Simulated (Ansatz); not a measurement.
BH$_{6}$O$_{3}$P. The species carries charge 0 and has multiplicity 1. The bonds changed during the relaxation, so this is another structure than the one it started from.

```xyz
11

O    -1.7184   -0.4929   -0.2601
B    -0.8533   -1.4388   -0.7383
O    -1.4067   -2.5516   -1.2959
O     0.5159   -1.3315   -0.6884
P     0.9714    1.8429    0.9390
H    -1.2694    0.2653    0.1191
H    -0.7316   -3.1597   -1.6031
H     0.8192   -0.5153   -0.2783
H     0.0971    2.7904    1.5254
H     1.8458    1.7865    2.0504
H     1.7298    2.8048    0.2303
```

(1) What are the harmonic wavenumbers in cm⁻¹ at PBE0-D4/def2-TZVP (Ansatz, finite differences of forces, unscaled)? (Best estimate.)

Answers

(1) Ansatz gave: 15, 20, 31, 87, 126, 154, 401, 441, 466, 530, 567, 682, 887, 986, 996, 1026, 1088, 1128, 1129, 1440, 1499, 2436, 2449, 2454, 3815, 3887, 3912.
